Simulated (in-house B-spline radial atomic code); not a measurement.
RPA and G0W0 on Hartree-Fock: As VI (As5+)

Configuration [Ar] 3d10, mean-field start Hartree-Fock. Computed with an all-electron radial atomic-structure program (B-spline basis): all electrons, scalar-relativistic (spin-free one-electron X2C), finite nucleus, each spin shell either full or empty, empty states to l = 9 with an (l + 1/2)⁻⁴ tail; G0W0 by contour deformation at full frequency.

Command:
```bash
python run_gw.py task.json out
```
Settings (radii: box in bohr, nucleus in fm):
```
Z                        33
electrons                28
configuration            [Ar] 3d10
hamiltonian              x2c
method                   hf
lmax                     9
rms_radius               4.0968
spin_polarised           False
box_radius               10.43
intervals                67
```

Run time, properties included: 1.7 s on 1 thread of Arm Neoverse V2, on a shared host.

Energies (hartree):

| term | value |
| --- | --- |
| mean-field total | -2253.04579 |
| Hartree-Fock functional on these orbitals | -2253.04579 |
| direct second order | -2.2181 |
| second-order exchange | 0.65225 |
| SOSEX correction | 0.61092 |

Problem. What is the RPA correlation energy, and what remains with SOSEX?

Solution. RPA gives -1.9772 hartree (-1.92 eV per electron); RPA + SOSEX gives -1.3663, and the second-order doubles (MP2) -1.5658 hartree. SOSEX takes back 31 % of the RPA value.

Quasi-particle levels (eV):

| level | occupied | mean field | Σx - vxc | Σc | QP weight | G0W0 |
| --- | --- | --- | --- | --- | --- | --- |
| 3d | yes | -123.26 | 0.00 | ? | ? | ? |
| 3s | yes | -291.84 | 0.00 | 7.90 | 0.899 | -283.93 |
| 2p | yes | -1441.79 | 0.00 | 21.24 | 0.876 | -1420.55 |
| 4s | no | -61.59 | 0.00 | -1.08 | 0.994 | -62.67 |

G0W0 = mean field + (Σx - vxc) + Σc, with Σc (partial-wave tail included) taken at the quasi-particle energy. Only the outer levels were computed. Levels of low weight are left out.

Problem. Where does G0W0 put 3d?

Solution. At -121.83 eV, with Σc = 1.42 eV and a quasi-particle weight of 0.972. The tabulated removal energy is 121.19 ± 0.06 eV (NIST, measured); the calculation leaves out spin-orbit coupling, Breit and QED terms, and what these don't explain is the method's own error.
